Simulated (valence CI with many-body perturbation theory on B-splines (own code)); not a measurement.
The numbers below are computed, except where a source is named.
**Tb34+: what the settings do**

Method: valence CI with perturbative core correlation (CI+MBPT): three valence electrons over a frozen Dirac-Fock core [Ar] 3d10, a basis of 6 s, 6 p, 5 d, 3 f, 1 g functions for each j, with the one-electron correlation potential Σ1 (screened to all orders), the two-electron term Σ2, the three-electron term Σ3, Breit, model QED; selected single and double excitations, second order for the rest, scaled by the run's own slope (own B-spline code, finite nucleus).

No measured spectrum was set against this ion. As an estimate, large intervals hold to a few tenths of a per cent, small ones and those within an open d or f shell to about a per cent.

The reference run has the lowest level (4s^2 4p1/2) J=1/2 and an ionisation energy of 1444.41 eV. Its largest variational space holds 2819 state functions.

Levels are named by their leading jj configuration (3d3/2^4 stands for four electrons in 3d with j = 3/2), which in mixed levels can hold well under half, so a name can repeat and another be missing. Letters in brackets count levels of one name in rising energy.

Changed runs:
A. hole-hole ladder in Σ2 on → off; highest l in the core sums 6 → 7
B. shift of the energy in Σ1 (hartree) 0 → -22.817; factor on the speed of light 1 → 10; QED terms on → off
C. scale of Σ1 1 → 0; scale of Σ2 1 → 0; three-electron term on → off; lowest core n in screening and Σ2 1 → 4
D. correlating orbitals by l 3 3 3 2 1 → 0 0 0 0 0 (bad on purpose)

Excitation energies of the reference run in cm⁻¹, and shifts in cm⁻¹:

| Level | Reference | A | B | D |
| --- | --- | --- | --- | --- |
| (4s^2 4p3/2) J=3/2 | 393665 | -15 | -390263 | -7.9 |
| (4s 4p1/2^2) J=1/2 | 601414 | -8.5 | -142082 | -158 |
| (4s 4p1/2 4p3/2) J=3/2 [a] | 915262 | -84 | -454752 | -705 |
| (4s 4p1/2 4p3/2) J=5/2 | 968565 | -41 |  | -238 |
| (4s 4p1/2 4p3/2) J=3/2 [b] | 1047190 | +13 | -482797 | +286 |
| (4s 4p1/2 4p3/2) J=1/2 | 1071180 | +41 |  | +456 |
| (4s 4p3/2^2) J=5/2 | 1330100 | -66 |  | -464 |
| (4s^2 4d3/2) J=3/2 | 1415240 | +14 |  | +536 |
| (4s 4p3/2^2) J=1/2 | 1465460 | +74 |  | +878 |
| (4s 4p3/2^2) J=3/2 | 1506650 | +51 |  | +1073 |
| (4s^2 4d5/2) J=5/2 | 1531820 | +22 | -512816 | +1119 |
| (4p1/2^2 4p3/2) J=3/2 | 1660230 | +35 |  | +7.4 |
| Ionisation energy (eV) | 1444.41 | -0.023 | -59.93 | -0.10 |

A blank means that the level has no clear partner in that run.

Run C: It gave no result: the setting left no core shell for the response of the core. The program said: "need at least one array to concatenate".
